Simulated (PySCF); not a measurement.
Os⁺: ionisation energy

Os⁺ [Xe] 4f14 5d6 6s1 (6D) → Os²⁺ [Xe] 4f14 5d6 (5D), as a difference of total energies. All numbers are calculated (PySCF 2.14, a scalar-relativistic core potential, in aug-cc-pwCVDZ-PP with ECP60MDF (6s6p5d3f, 70 functions)). Correlated levels: valence: 5s2 5p6 frozen. The calculations carry no spin-orbit coupling.

```csv
method,ionisation energy (eV)
UHF,16.036
MP2 (valence),16.841
SCS-MP2 (valence),16.499
CCSD (valence),16.786
CCSD(T) (valence),16.800
```

Task: How much does correlation contribute at CCSD(T) (valence)?

Result: 16.800 − (16.036) = 0.764 eV, measured against UHF.

The reference lies between the lowest fine-structure levels, while these numbers refer to the centres of the terms.

Errors of the correlated levels include the incompleteness of this basis and the frozen core.

For comparison: 17 ± 1 eV (semi-empirical (NIST evaluation); NIST Atomic Spectra Database, ionization energies).
